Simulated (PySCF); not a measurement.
## Assigning NMR signals

Numbering as in the mapped SMILES `[CH2:1]=[CH:2][c:3]1[n:4][c:5]([O:6][SiH3:7])[n:8][o:9]1` (H(Xn): hydrogen on atom n). Ha(C1) is cis to C3; Hb(C1) is trans to C3.

PySCF calculation with NMR shieldings at PBE0/pcSseg-1/GIAO and GFN2-xTB structure; relativity neglected, no solvent, one averaged value for each set of equivalent atoms, one conformer.

Shifts are taken against calculated references (same method and geometry level): 13C (σref 186.93), 1H (σref 31.72) against TMS.

Question: Assign these signals to the numbered atoms. 13C{1H} NMR (computed): δ 183.1, 177.6, 136.6, 128.2.

Answer: 
```tsv
δ (ppm)	atoms	environment	reason
183.1	C3	substituted aromatic carbon next to the ring oxygen	–
177.6	C5	aromatic carbon bearing oxygen	σ withdrawal by the attached heteroatom moves it downfield of the ring CH carbons
136.6	C1	terminal =CH2 carbon	an sp2 carbon of a C=C bond
128.2	C2	alkene CH	the olefinic region
```

Question: Assign these signals to the numbered atoms. 1H NMR (300 MHz, computed): δ 7.18 (m, 1H), 6.80 (m, 1H), 6.28 (m, 1H), 5.14 (s, 3H).

Answer: 
```tsv
δ (ppm)	atoms	environment	reason
7.18	Ha(C1)	hydrogen on a terminal =CH2 carbon	a vinylic proton, deshielded by the sp2 carbon and the C=C anisotropy
6.80	H(C2)	hydrogen on an alkene CH	a vinylic proton, deshielded by the sp2 carbon and the C=C anisotropy
6.28	Hb(C1)	hydrogen on a terminal =CH2 carbon	a vinylic proton, deshielded by the sp2 carbon and the C=C anisotropy
5.14	H(Si7)	hydrogen on a silicon bonded to O	–
```

Shifts are as computed. Against solution values, carbons near 30 ppm lie about +3 ppm off and those near 130 ppm about +5 ppm. Of 1309 compounds with measured shifts, 239 miss one by over three times the rms of a fit or turn the order of signals round; such compounds aren't used in these exercises. Multiplicities follow the n + 1 count of equivalent neighbours, as no J values were calculated; m marks all less simple cases, F and P coupling included.
